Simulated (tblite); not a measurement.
Species: C₅H₉NO₂Si.
Geometry (GFN2-xTB, Å), atoms numbered from 1 in this order:
```xyz
18
C5H9NO2Si angstrom
C     -2.898   -1.822   -0.498
C     -1.594   -1.634   -0.627
Si    -0.628   -0.225    0.160
N     -0.977    1.172   -0.777
C     -1.379    2.335   -0.556
C      1.239   -0.506   -0.183
O      1.747   -1.550   -0.510
O      1.936    0.616    0.020
C      3.345    0.556   -0.182
H     -3.414   -2.650   -0.958
H     -3.514   -1.148    0.077
H     -1.024   -2.345   -1.212
H     -0.805   -0.183    1.622
H     -1.495    3.021   -1.391
H     -1.631    2.732    0.429
H      3.569   -0.036   -1.072
H      3.826    0.093    0.682
H      3.688    1.580   -0.301
```

Level: GFN2-xTB in tblite, geometry and Hessian alike; calculated harmonic values, unscaled, isolated species. This tight-binding method is rough: wavenumbers can miss measured ones by several per cent, in bad cases by 10 to 20. Modes of hydrogen on silicon can be 10 to 20 % off. One conformer, not necessarily the lowest. The optimisation stopped once no atom felt more than 0.01 eV/Å.

Lowest wavenumbers of the output (negative numbers stand for imaginary wavenumbers):
```
mode    cm-1
  1     -22.6
  2     -19.1
  3      23.9
  4      58.0
  5      75.8
  6     106.5
  7     167.1
  8     191.4
  9     217.3
 10     271.0
```

Question: Is this structure a minimum?

Answer: Not by this Hessian. 1 mode is imaginary beyond 20i (23i cm⁻¹), and 1 more slightly so (19.1i). The curvature is small, so loose convergence or finite differences may be the whole cause.

Question: Which atoms move in the imaginary modes?

Answer: 23i: C1 (terminal =CH2 carbon) 35 %, H11 (vinylic hydrogen) 18 %, H12 (vinylic hydrogen) 11 %; 19i: H17 (methyl hydrogen) 37 %, H18 (methyl hydrogen) 30 %, H16 (methyl hydrogen) 29 %. These are shares of the mass-weighted motion.

Question: What is the remedy?

Answer: Step along such a mode in both directions, optimise again with tighter thresholds and repeat the frequencies. The zero-point energy of this point (80.9 kcal/mol) counts the 46 real modes alone, and thermal corrections from it aren't those of a minimum.
